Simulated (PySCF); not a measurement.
# Electron correlation in Lu²⁺ (lutetium, charge +2)

[Xe] 4f14 6s1, 2S determinant. Computed with PySCF 2.14 in x2c-TZVPPall with one added diffuse shell each of s, p, d type (12s8p8d2f2g, 108 functions), with the spin-free X2C one-electron Hamiltonian (Gaussian nucleus). Frozen: [Kr] 4d10; 23 electrons correlated.

MP2 pair energies summed by pair of shells (mhartree):

| pair | energy | share (%) |
| --- | --- | --- |
| 4f-4f | -305.80 | 41.6 |
| 4f-5p | -227.25 | 30.9 |
| 5p-5p | -113.34 | 15.4 |
| 4f-5s | -31.00 | 4.2 |
| 5p-6s | -21.75 | 3.0 |
| 5s-5p | -18.14 | 2.5 |
| 4f-6s | -12.16 | 1.7 |
| 5s-5s | -5.20 | 0.7 |
| 5s-6s | -1.09 | 0.1 |

Total MP2 correlation energy: -735.73 mhartree.

Same-spin part -282.80 and opposite-spin part -452.92 mhartree; SCS-MP2 scales them by 1/3 and 6/5 to -637.78 mhartree.
